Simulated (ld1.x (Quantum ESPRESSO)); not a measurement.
# helium, TM semilocal: configuration errors across variants

He (Z = 2), norm-conserving Troullier–Martins (semilocal form), made with ld1.x (Quantum ESPRESSO) 7.5 (LDA (PZ), non-relativistic). Core none, reference 1s1 (charge +1). Waves: 1s (bound): rc 0.80 bohr; 2p channel at 0.4 Ry: rc 0.65 bohr. Local part: the p channel. Core correction: none.

All-electron excitation energies from the reference (eV): (1) 1s2 -26.484; (2) 1s1.5 -16.110; (3) 1s1 spin -2.201; (4) 1s1.5 spin -16.461.

Spin tests fill each open shell by Hund’s rule, majority spin first.

A semilocal file is local in each channel, so a ghost entry of none says nothing of the separable form that plane-wave codes build from it.

Errors AE − PS in meV (a dash: test not solved or not reliable):

| change | (1) | (2) | (3) | (4) | bound ghosts |
| --- | --- | --- | --- | --- | --- |
| base | +15 | +6.4 | -24 | +3.1 | none |
| wave 1s (bound): rc 0.80 bohr becomes 1s (bound): rc 0.52 bohr | +2.2 | +0.9 | -5.0 | +0.2 | none |
| wave 1s (bound): rc 0.80 bohr becomes 1s (bound): rc 0.90 bohr | +26 | +11 | -37 | +5.8 | none |
| wave 1s (bound): rc 0.80 bohr becomes 1s (bound): rc 1.02 bohr | +43 | +18 | -56 | +10 | none |
| wave 1s (bound): rc 0.80 bohr becomes 1s (bound): rc 1.18 bohr | +71 | +29 | -81 | +18 | none |

Q: Give the same row for: wave 1s (bound): rc 0.80 bohr becomes 1s (bound): rc 0.66 bohr.

A: +6.3, +2.7, -12, +1.0; bound ghosts: none.
